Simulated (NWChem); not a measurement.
System: C3H7O anion

```xyz
11

C     -0.6358     0.0973    -1.2680
C      0.1713    -0.3300     0.0000
C     -0.6358     0.0973     1.2680
O      1.4262     0.1266     0.0000
H     -0.7016     1.1994    -1.3038
H     -1.6608    -0.3251    -1.2959
H     -0.0904    -0.2378    -2.1640
H      0.0975    -1.4733     0.0000
H     -0.7016     1.1994     1.3038
H     -1.6608    -0.3251     1.2959
H     -0.0904    -0.2378     2.1640
```
Atoms are numbered in this order, from 1.

Program: NWChem. Pople sets run with spherical d functions. Sets without diffuse functions describe the anion's extra electron poorly. All runs use the structure optimised with B3LYP/def2-SVPD. Not confirmed as a minimum by frequencies. The highest occupied level is positive in some or all of these runs, so the extra electron may be held by the finite basis. Level SCAN/6-31G*: energy and gradient on several grids; changes count from the extra-fine grid, which is no exact limit either.

| grid | size of the energy change (μHa) | largest change of a gradient component (μHa/bohr) | time, medium = 1 (rough) |
|---|---|---|---|
| xcoarse | 20000 | 4000 | about 1 |
| coarse | 1000 | 1000 | about 1 |
| medium | 6000 | 500 | about 1 |
| fine | 500 | 600 | about 1 |
| xfine | < 10 | < 30 | 4 |
